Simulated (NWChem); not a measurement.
# C₃H₄ClF; SMILES C/C(Cl)=C\F

Computed with NWChem. Pople sets run with spherical d functions. Structure relaxed at the B3LYP/6-31G* (spherical d) level. Level: B3LYP/6-31G* with SMD (1 M gas to 1 M solution), gas-phase geometry.

**Question.** What does the run give for solvent toluene? Quantities: solvation free energy (kcal/mol); cavity-dispersion-structure term (kcal/mol); dipole in solution (D).

**Answer.** 
| Item | Value |
|---|---|
| solvation free energy (kcal/mol) | -2.8 |
| cavity-dispersion-structure term (kcal/mol) | -1.2 |
| dipole in solution (D) | 0.67 |
